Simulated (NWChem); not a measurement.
Relativistic effects in BrGe

```xyz
2

Ge     0.0000     0.0000     1.2298
Br     0.0000     0.0000    -1.1244
```
Charge 0, spin multiplicity 2.

Program: NWChem. Structure: optimised with UB3LYP/def2-SVP, a minimum by its harmonic frequencies.

Functional PBE, all-electron basis x2c-SVPall-2c, contracted for the X2C Hamiltonian and used here with ZORA. The ion keeps the geometry and has multiplicity 1 in the scalar run; the spin-orbit run starts from the same electron counts.

Relative cost: rough, from shared machines, SCF included, scalar ZORA = 1.

This spin state was chosen for the runs; another may lie lower. The structure started from a generated list of species. No SCF solution was tested for a lower state.

```json
[
 {"Hamiltonian": "scalar ZORA", "ΔSCF ionisation energy (eV)": "7.26", "relative cost": "1"},
 {"Hamiltonian": "spin-orbit ZORA", "ΔSCF ionisation energy (eV)": "[?]", "relative cost": "under 3"}
]
```

Complete the blanks.


- spin-orbit ZORA, ΔSCF ionisation energy (eV): 7.31
